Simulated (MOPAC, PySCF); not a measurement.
Br$_{4}$Si, SMILES `Br[Si](Br)(Br)Br`, neutral singlet in the gas phase. 

Z-matrix (Å, degrees):
```
Si
Br 1 2.2089
Br 1 2.2089 2 109.47
Br 1 2.2089 2 109.47 3 120.00
Br 1 2.2089 2 109.47 4 120.00
```
Charge 0, multiplicity 1.

All levels are single points at this geometry (B3LYP-D3(BJ)/def2-TZVP); Pople sets use spherical d functions. Orbital energies aren't observables, and empty levels follow the basis.

```csv
level,HOMO (eV),LUMO (eV),gap (eV),dipole (D),"vertical IE, Delta-SCF (eV)"
B3LYP-D3(BJ)/def2-TZVP in PySCF,-8.42,-2.07,6.35,0.00,–
B3LYP/6-311+G** (LANL2DZ on Br) in PySCF,-8.56,-2.26,6.30,0.00,–
B3LYP/6-31G* in PySCF,-8.43,-2.21,6.22,0.00,10.38
B3LYP/LANL2DZ in PySCF,-8.71,-2.63,6.08,0.00,–
BP86/6-31G* in PySCF,-7.53,-2.95,4.59,0.00,–
M06-2X/6-31G* in PySCF,-10.02,-1.30,8.72,0.00,–
PBE/6-31G* in PySCF,-7.42,-2.82,4.60,0.00,–
SVWN5/6-31G* in PySCF,-7.57,-3.07,4.50,0.00,–
HF/6-31G* in PySCF,-11.73,1.59,13.32,0.00,11.08
HF/STO-3G in PySCF,-9.38,5.32,14.69,0.00,–
AM1 in MOPAC,-11.81,-2.57,9.24,0.00,–
PM6 in MOPAC,-10.81,-2.22,8.59,0.00,–
PM7 in MOPAC,-10.64,-1.88,8.76,0.00,–
```
